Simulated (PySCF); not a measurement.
## Computed properties of 1,2-difluorocyclobutene (C4H4F2), SMILES FC1=C(F)CC1

1,2-difluorocyclobutene (C4H4F2), SMILES C1CC(=C1F)F. Geometry optimised at B3LYP-D3(BJ)/def2-SVP. One conformer was computed; it need not be the lowest. All values are computed for the isolated molecule unless a solvent is named; none is compared with measurement here.

**Structure.** The optimised structure has C2v symmetry. All 24 harmonic modes at B3LYP-D3(BJ)/def2-SVP (PySCF) are real, so it is a minimum. With heavy atoms numbered as in [F:1][C:2]1=[C:3]([F:4])[CH2:5][CH2:6]1, the shortest bond between them is C3–F4 at 1.324 Å and the longest C5–C6 at 1.576 Å.

**Vibrations.** The strongest infrared lines (harmonic, unscaled, degenerate partners summed) lie at 1385 cm⁻¹ (223 km/mol, C 81 %, F 13 %), 1853 cm⁻¹ (100 km/mol, C 94 %), 1281 cm⁻¹ (80 km/mol, C 73 %, H 16 %, F 10 %). The softest mode is at 225 cm⁻¹ and the zero-point energy is 45.1 kcal/mol.

**Electronic structure.** M06-2X/def2-TZVP (PySCF) places the frontier levels at -8.31 and 1.86 eV, a gap of 10.17 eV, and gives a dipole moment of 2.37 D and a mean polarisability of 44.9 bohr³. PBE/def2-TZVP (PySCF) at the same geometry gives -5.74 and -0.13 eV, so its gap is 4.56 eV narrower. An orbital gap is neither the optical nor the fundamental gap.

**Excitations.** TDDFT-CAM-B3LYP/def2-SVPD (PySCF) has S1 at 6.44 eV (193 nm, f = 0.007, weak); the most intense of the 10 singlets computed lies at 7.55 eV (f = 0.23). T1 (TDA) is at 4.53 eV. TDDFT-PBE/def2-SVPD (PySCF) puts S1 at 5.88 eV. No vertical singlet excitation falls in the visible range (under 3.1 eV).

**NMR.** GIAO shifts at PBE0/pcSseg-1 (PySCF) (non-relativistic, atoms alike by connectivity averaged): ¹³C from 28.4 to 133.7 ppm against TMS; ¹H at 2.7 ppm against TMS; ¹⁹F at -123.4 ppm against CFCl3.

**Solvation.** SMD-ωB97X/def2-SVP (PySCF) gives 0.9 kcal/mol in water, -3.0 kcal/mol in acetone, -2.5 kcal/mol in n-hexane (1 M in both phases, gas-phase geometry); of these solvents acetone holds the molecule best.
